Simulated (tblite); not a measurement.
Species: C5H11Si2 (doublet state).
SMILES with atom numbers: `[CH2:1]=[C:2]([CH3:3])/[C:4]([SiH2:5])=[CH:6]\[SiH3:7]` (hydrogens: H8, H9 on C1; H10, H11, H12 on C3; H13, H14 on Si5; H15 on C6; H16, H17, H18 on Si7)
Bond orders are those of one Lewis drawing.

Computed with GFN2-xTB (tblite), gas phase: L-BFGS steps from a force-field or distance-geometry start until the largest atomic force falls under 0.01 eV/Å.

Step 27: E = -534.8487 eV
```
atom  x, y, z in Å  |  force x, y, z in eV/Å
C1     -1.4295   -1.2011    0.0716   -0.076   0.005  -0.056
C2     -0.2710   -0.7210    0.4969    0.000   0.004  -0.093
C3      0.8444   -1.6009    0.9598   -0.018  -0.051  -0.033
C4     -0.0370    0.7380    0.4682    0.125  -0.024   0.068
Si5     0.1141    1.5923    2.0858   -0.076   0.210  -0.412
C6      0.0619    1.3716   -0.7352   -0.056   0.070   0.083
Si7     0.1522    0.5599   -2.4186   -0.031   0.111   0.130
H8     -1.6538   -2.2501    0.0318    0.037  -0.154   0.060
H9     -2.2091   -0.5440   -0.2637   -0.100   0.087  -0.040
H10     0.5435   -2.6412    0.8891    0.035  -0.112   0.031
H11     1.1250   -1.3851    1.9893    0.031   0.072  -0.006
H12     1.7120   -1.4434    0.3207    0.064   0.018   0.067
H13    -0.0375    3.0384    2.1255    0.064  -0.070   0.037
H14     0.2936    0.9027    3.3360   -0.039  -0.133   0.194
H15     0.1681    2.4504   -0.7020    0.041   0.029  -0.054
H16    -1.1367    0.1482   -2.9932    0.012  -0.059   0.093
H17     0.6877    1.5852   -3.3248    0.068  -0.039  -0.001
H18     1.0630   -0.5937   -2.3488   -0.080   0.036  -0.068
```

Step 28: E = -534.8491 eV
```
atom  x, y, z in Å  |  force x, y, z in eV/Å
C1     -1.4125   -1.1882    0.0614   -0.093  -0.026  -0.057
C2     -0.2599   -0.7110    0.5072   -0.015  -0.004  -0.185
C3      0.8577   -1.5937    0.9648   -0.085  -0.010  -0.031
C4     -0.0376    0.7497    0.4730    0.201  -0.014  -0.019
Si5     0.1427    1.6042    2.0860   -0.043  -0.188   0.141
C6      0.0571    1.3725   -0.7382   -0.074   0.111   0.135
Si7     0.1416    0.5473   -2.4162   -0.055   0.130   0.179
H8     -1.6388   -2.2366    0.0123    0.043  -0.154   0.063
H9     -2.1873   -0.5295   -0.2853   -0.073   0.072  -0.001
H10     0.5524   -2.6337    0.8928    0.048  -0.078   0.049
H11     1.1392   -1.3750    1.9939    0.053   0.046  -0.033
H12     1.7220   -1.4387    0.3186    0.034   0.026   0.106
H13     0.0252    3.0515    2.1469    0.049  -0.073   0.056
H14     0.1836    0.8396    3.3449   -0.066   0.256  -0.339
H15     0.1451    2.4547   -0.7151    0.059  -0.016  -0.057
H16    -1.1550    0.1482   -2.9766   -0.024  -0.086   0.074
H17     0.6716    1.5538   -3.3423    0.100   0.005  -0.014
H18     1.0440   -0.6088   -2.3398   -0.058   0.003  -0.068
```

Step 29: E = -534.8585 eV
```
atom  x, y, z in Å  |  force x, y, z in eV/Å
C1     -1.4251   -1.1960    0.0662   -0.074  -0.032  -0.046
C2     -0.2673   -0.7185    0.4983   -0.001  -0.016  -0.120
C3      0.8494   -1.6008    0.9601   -0.052  -0.008  -0.017
C4     -0.0352    0.7411    0.4710    0.130  -0.029  -0.007
Si5     0.1257    1.5998    2.0821   -0.033  -0.019  -0.088
C6      0.0589    1.3737   -0.7338   -0.050   0.073   0.064
Si7     0.1471    0.5587   -2.4146   -0.034   0.088   0.125
H8     -1.6477   -2.2472    0.0271    0.034  -0.093   0.048
H9     -2.2044   -0.5378   -0.2731   -0.053   0.045  -0.008
H10     0.5490   -2.6428    0.8911    0.046  -0.053   0.040
H11     1.1283   -1.3774    1.9895    0.030   0.035  -0.031
H12     1.7184   -1.4425    0.3215    0.028   0.012   0.077
H13    -0.0145    3.0428    2.1344    0.054  -0.009   0.038
H14     0.2523    0.8797    3.3387   -0.068   0.034  -0.052
H15     0.1611    2.4531   -0.7072    0.043   0.026  -0.033
H16    -1.1411    0.1456   -2.9845   -0.027  -0.060   0.078
H17     0.6842    1.5716   -3.3303    0.078  -0.001  -0.013
H18     1.0520   -0.5968   -2.3481   -0.051   0.007  -0.054
```

Step 30: E = -534.8625 eV
```
atom  x, y, z in Å  |  force x, y, z in eV/Å
C1     -1.4278   -1.1967    0.0652   -0.049  -0.034  -0.033
C2     -0.2682   -0.7203    0.4955   -0.003  -0.027  -0.111
C3      0.8486   -1.6031    0.9587   -0.047   0.007  -0.011
C4     -0.0331    0.7394    0.4717    0.103  -0.039  -0.032
Si5     0.1246    1.6014    2.0793   -0.028  -0.032  -0.052
C6      0.0580    1.3754   -0.7311   -0.036   0.068   0.030
Si7     0.1466    0.5629   -2.4110   -0.028   0.054   0.075
H8     -1.6475   -2.2497    0.0304    0.023  -0.052   0.034
H9     -2.2083   -0.5379   -0.2738   -0.023   0.012   0.005
H10     0.5514   -2.6471    0.8918    0.046  -0.015   0.041
H11     1.1262   -1.3745    1.9878    0.020   0.017  -0.035
H12     1.7205   -1.4437    0.3234    0.006   0.006   0.070
H13    -0.0161    3.0429    2.1343    0.052   0.017   0.031
H14     0.2549    0.8824    3.3347   -0.064   0.022  -0.027
H15     0.1634    2.4541   -0.7070    0.038   0.039  -0.008
H16    -1.1391    0.1436   -2.9809   -0.040  -0.048   0.074
H17     0.6877    1.5712   -3.3294    0.068   0.009  -0.009
H18     1.0493   -0.5940   -2.3514   -0.036  -0.003  -0.040
```

Question: Estimate the geometry and energy of step 31. (The exact step hangs on the optimiser's Hessian estimate; all steps are aligned on step 30, rigid shifts and turns removed.)

Answer: E = -534.8684 eV, largest force 0.104 eV/Å
```
atom  x, y, z in Å  |  force x, y, z in eV/Å
C1     -1.4304   -1.1962    0.0604    0.008  -0.035  -0.005
C2     -0.2680   -0.7224    0.4895    0.008  -0.034  -0.083
C3      0.8489   -1.6060    0.9569   -0.029   0.031  -0.003
C4     -0.0268    0.7374    0.4731    0.038  -0.039  -0.085
Si5     0.1271    1.6055    2.0740   -0.018  -0.076   0.069
C6      0.0543    1.3805   -0.7260   -0.001   0.052  -0.034
Si7     0.1429    0.5696   -2.4022   -0.014  -0.017  -0.050
H8     -1.6436   -2.2526    0.0337   -0.007   0.022   0.005
H9     -2.2115   -0.5350   -0.2794    0.030  -0.058   0.033
H10     0.5593   -2.6540    0.8952    0.035   0.053   0.040
H11     1.1256   -1.3667    1.9846   -0.008  -0.014  -0.034
H12     1.7266   -1.4452    0.3285   -0.035  -0.001   0.045
H13    -0.0047    3.0464    2.1393    0.049   0.029   0.017
H14     0.2355    0.8755    3.3266   -0.059   0.042  -0.032
H15     0.1640    2.4581   -0.7094    0.030   0.059   0.048
H16    -1.1403    0.1390   -2.9681   -0.059  -0.021   0.065
H17     0.6928    1.5642   -3.3314    0.042   0.021   0.012
H18     1.0394   -0.5917   -2.3568   -0.011  -0.015  -0.009
```

The energy changes by -0.0059 eV. The first-order estimate −F·Δx gives -0.0095 eV and the mean of the old and new forces, exact on a quadratic surface, -0.0059 eV. The step makes an angle of 44° with the force vector and moves no atom by more than 0.022 Å.

What follows is the cost of the whole relaxation. On an Arm Neoverse V1 with one thread, shared host, this took 1.0 s.
